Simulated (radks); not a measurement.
Values are calculated unless marked as measured or tabulated.
Cd XX, 29 electrons, occupied as [Ar] 3d10 4s1. Code: a radial shooting solver on a logarithmic mesh with Libxc functionals. Model: Dirac Kohn-Sham, exchange-only PBE, spin-unpolarised, spherical densities, finite nucleus; Fermi nuclear charge, rms radius 4.6087 fm. Some entries of the table are withheld. Estimate them.

orbital,occ.,eigenvalue (eV),<r^2> (bohr^2),<1/r> (bohr^-1)
1s1/2,2,(1),0.001249,50.64
2s1/2,2,-4457.411,0.02032,11.71
2p1/2,2,(2),0.01514,(3)
2p3/2,4,(4),0.01645,(5)
3s1/2,2,-1230.037,0.1429,4.162
3p1/2,2,-1122.214,0.1373,4.075
3p3/2,4,-1086.627,0.1454,3.896
3d3/2,4,-897.1988,0.1240,3.749
3d5/2,6,-889.8185,0.1263,3.703
4s1/2,1,-533.0754,0.6440,1.882
4p1/2,0,-492.9407,0.6720,1.817
4p3/2,0,-483.3569,0.6990,1.765
5s1/2,0,-300.0682,1.930,1.090

Answer. 
(1) 1s1/2 eigenvalue (eV): -27044.58
(2) 2p1/2 eigenvalue (eV): -4188.345
(3) 2p1/2 <1/r> (bohr^-1): 11.69
(4) 2p3/2 eigenvalue (eV): -3995.225
(5) 2p3/2 <1/r> (bohr^-1): 10.95
